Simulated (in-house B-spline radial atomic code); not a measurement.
Orbital energies and mean radii along the 31-electron series, configuration [Ar] 3d10 4s2 4p1. The effective charge is n√(-2ε), a non-relativistic measure. Computed with an all-electron radial atomic-structure program (B-spline basis): Dirac-Hartree-Fock, average of the configuration, finite nuclei.

| ion | Z | energy of 4s1/2 (Eh) | mean radius of 4s1/2 (bohr) | energy of 3p3/2 (Eh) | mean radius of 3p3/2 (bohr) | energy of 4p1/2 (Eh) | mean radius of 4p1/2 (bohr) | effective charge of 4s1/2 |
| --- | --- | --- | --- | --- | --- | --- | --- | --- |
| In18+ | 49 | -19.554 | 0.75103 | -42.329 | 0.34461 | -18.114 | 0.76594 | 25.014 |
| Sn19+ | 50 | -21.278 | 0.72562 | -45.55 | 0.33514 | -19.768 | 0.73838 | 26.094 |
| Sb20+ | 51 | -23.072 | 0.70186 | -48.886 | 0.32617 | -21.492 | 0.71274 | 27.172 |
| Te21+ | 52 | -24.936 | 0.67961 | -52.337 | 0.31765 | -23.285 | 0.68883 | 28.248 |
| I22+ | 53 | -26.871 | 0.65871 | -55.904 | 0.30955 | -25.148 | 0.66645 | 29.324 |
| Xe23+ | 54 | -28.876 | 0.63904 | -59.586 | 0.30185 | -27.081 | 0.64547 | 30.398 |
| Cs24+ | 55 | -30.953 | 0.62048 | -63.384 | 0.29451 | -29.084 | 0.62575 | 31.472 |
| Ba25+ | 56 | -33.101 | 0.60294 | -67.298 | 0.2875 | -31.159 | 0.60717 | 32.546 |
| La26+ | 57 | -35.32 | 0.58634 | -71.328 | 0.28081 | -33.304 | 0.58963 | 33.619 |
| Ce27+ | 58 | -37.612 | 0.57059 | -75.474 | 0.27442 | -35.522 | 0.57304 | 34.693 |
| Pr28+ | 59 | ? | ? | ? | ? | ? | ? | ? |
| Nd29+ | 60 | ? | ? | ? | ? | ? | ? | ? |
| Pm30+ | 61 | -44.927 | 0.52783 | -88.611 | 0.25682 | -42.609 | 0.52823 | 37.917 |
| Sm31+ | 62 | ? | ? | ? | ? | ? | ? | ? |
| Eu32+ | 63 | -50.174 | 0.50253 | -97.953 | 0.24625 | -47.701 | 0.50187 | 40.07 |

Q: Fill in the row of Pr28+.

A: energy of 4s1/2 (Eh): -39.977; mean radius of 4s1/2 (bohr): 0.55562; energy of 3p3/2 (Eh): -79.737; mean radius of 3p3/2 (bohr): 0.2683; energy of 4p1/2 (Eh): -37.811; mean radius of 4p1/2 (bohr): 0.55732; effective charge of 4s1/2: 35.767.

Q: Fill in the row of Nd29+.

A: energy of 4s1/2 (Eh): -42.415; mean radius of 4s1/2 (bohr): 0.54139; energy of 3p3/2 (Eh): -84.115; mean radius of 3p3/2 (bohr): 0.26244; energy of 4p1/2 (Eh): -40.174; mean radius of 4p1/2 (bohr): 0.54241; effective charge of 4s1/2: 36.841.

Q: Fill in the row of Sm31+.

A: energy of 4s1/2 (Eh): -47.513; mean radius of 4s1/2 (bohr): 0.51489; energy of 3p3/2 (Eh): -93.223; mean radius of 3p3/2 (bohr): 0.25143; energy of 4p1/2 (Eh): -45.118; mean radius of 4p1/2 (bohr): 0.51473; effective charge of 4s1/2: 38.993.

Q: How does the screening of 4s1/2 change?

A: Z less the effective charge goes from 23.99 at Z = 49 to 22.93 at Z = 63.
